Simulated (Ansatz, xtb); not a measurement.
Isomers of C2H7NOSi in order of energy

3 gas-phase structures of C2H7NOSi, from a drawn sample of its isomers (lower ones may exist). Each was relaxed with GFN2-xTB:

A. `N[C@@H]1O[C@@H]1[SiH3]`, a singlet
B. `N[C@@]1([SiH3])CO1`, a singlet
C. `N[C@@H]1O[C@H]1[SiH3]`, a singlet

Question: Make a reasoned guess at their ranking by r2SCAN-D4/def2-SVP single-point energy.

Answer: Calculated order at r2SCAN-D4/def2-SVP: C (0.0), A (0.6), B (0.9) kcal/mol. Less than 1 kcal/mol parts C and A; A and B, so the order within those pairs means little.

Energies above the lowest of each column, in kcal/mol; the last columns are at PBE0-D3(BJ)/def2-SVP geometries:

```
structure  GFN2-xTB  HF/STO-3G  r2SCAN-D4/def2-SVP  PBE0-D3(BJ)/def2-SVP  CCSD(T)/def2-SVP + ΔMP2/def2-TZVPP
        C       0.0        0.0                 0.0                   0.0                                 0.0
        A       0.5        0.8                 0.6                   0.2                                 0.3
        B       0.3        0.7                 0.9                   1.0                                 1.0
```

Every level run on C puts it lowest or level with the lowest. Flexible structures stand in one conformer each, not always the lowest. ΔMP2 is the change of the MP2 energy from the smaller to the larger basis.

Programs: Ansatz 0.2.0, xtb 6.7.1.
